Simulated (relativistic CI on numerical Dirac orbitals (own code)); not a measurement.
Hyperfine structure of S¹⁴⁺, mass number 33

Computed by Dirac-Coulomb-Breit CI, KLI orbitals optimised for each configuration, a model potential for QED, unscaled Slater integrals (own radial code, finite nucleus).

CI space: 1s², 1s2s, 1s2p, 1s3s, 1s3p, 1s3d, 1s4s, 1s4p, 1s4d, 1s4f, 1s5s, 1s5p, 1s5d, 1s5f, 1s5g, 1s6s, 1s6p, 1s6d. Levels of other configurations are missing.

Nuclear spin I = 3/2, μ = 0.64325 μN, Q = -0.0694 b (tables of Stone and Pyykkö). The electronic factors are computed for point nuclear moments, without core polarisation or the Bohr-Weisskopf and QED corrections.

| Level | E (10³ cm⁻¹) | A (GHz) | B (GHz) |
| --- | --- | --- | --- |
| 1s2s ³S1 | 19592.0 | 252.2 | 3.46e-06 |
| 1s2p ³P°1 | 19727.9 | 147.6 | 0.488 |
| 1s2p ³P°2 | 19740.9 | 115.7 | -0.988 |
| 1s2p ¹P°1 | 19840.1 | -21.95 | -0.957 |
| 1s3s ³S1 | 23182.5 | 234.6 | 1.74e-06 |
| 1s3p ³P°1 | 23220.0 | 144.7 | 0.146 |
| 1s3p ³P°2 | 23223.9 | 114.3 | -0.297 |
| 1s3d ³D1 | 23243.8 | -113.1 | -0.0277 |

Levels with J = 0, under 50 % of one LS term, or S terms without an open s electron are left out. Small factors come from cancelling terms and can be off by tens of per cent or more.

At this charge energies of transitions that change n are usually good to better than 1 %, and those within a shell (Δn = 0) to a few per cent.

(1) Give the hyperfine levels of 1s2s ³S1 relative to its centre of gravity.

Results:

(1) With K = F(F + 1) − I(I + 1) − J(J + 1), E = AK/2 + B[¾K(K + 1) − I(I + 1)J(J + 1)]/[2I(2I − 1)J(2J − 1)]: F = 1/2: -630.6, F = 3/2: -252.2, F = 5/2: 378.3 GHz.

LS names give the leading component of a level, which can be under half, so a name can repeat, a term be missing and a line seem to break the LS rules.
